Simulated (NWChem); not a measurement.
Molecule: CH₃Cl₂FSi; SMILES Cl[SiH](Cl)CF

```xyz
8

F     -2.1574    -0.0058    -0.7536
C     -1.7258    -0.0046     0.5693
Si     0.1708     0.0005     0.6382
Cl     0.8904     1.6944    -0.2967
Cl     0.8994    -1.6896    -0.2967
H     -2.1247    -0.8941     1.0764
H     -2.1294     0.8828     1.0764
H      0.6520     0.0018     2.0381
```
Atoms are numbered in this order, from 1.

Results from NWChem. Geometry: optimised at B3LYP/6-31G* (spherical d). Static field.

For level PBE/def2-SVPD:

| Property | Result |
|---|---|
| isotropic polarisability (bohr³) | 69.3 |

### Question
Estimate the same quantities for level B3LYP/def2-SVPD.

### Answer
isotropic polarisability (bohr³): 66.9
